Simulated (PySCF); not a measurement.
Spinor energies of Sn⁴⁺ (tin, charge +4)

Start: [Kr] 4d10. Calculated with PySCF 2.14 in x2c-TZVPPall-2c with one added diffuse shell each of s, p, d, f type (9s10p6d3f, 90 functions): generalised Hartree-Fock with the X2C-1e Hamiltonian and a Gaussian nucleus; spin-orbit coupling (SO) screened by Boettger's factors.

```tsv
spinor shell	electrons	ε, screened SO (eV)	weight of nominal j (screened SO)	rms radius, screened SO (bohr)
1s1/2	2	-29387.0	1.000	0.0333
2s1/2	2	-4564.8	1.000	0.136
2p1/2	2	-4255.8	1.000	0.118
2p3/2	4	-4022.9	1.000	0.123
3s1/2	2	-954.62	1.000	0.361
3p1/2	2	-827.77	1.000	0.354
3p3/2	4	-783.80	1.000	0.366
3d3/2	4	-561.39	1.000	0.340
3d5/2	6	-552.52	1.000	0.342
4s1/2	2	-201.70	1.000	0.875
4p1/2	2	-157.55	1.000	0.928
4p3/2	4	-149.56	1.000	0.956
4d3/2	4	-77.990	1.000	1.15
```

(1) Where does 4d5/2 lie, and what is the 4d spin-orbit splitting (screened SO)?

| quantity | screened SO |
| --- | --- |
| E (hartree) | -6171.25997 |
| M_J | 0 |
| ⟨J²⟩ | 0.000 |
| ⟨L²⟩ | 0.017 |
| ⟨S²⟩ | 0.017 |

Breit and QED terms are absent; they matter most for the inner s and p1/2 levels.

Densities and radii are taken from the X2C orbitals without a picture-change correction, which distorts them close to the nucleus.

Answers

(1) At -76.830 eV, 1.160 eV above 4d3/2.
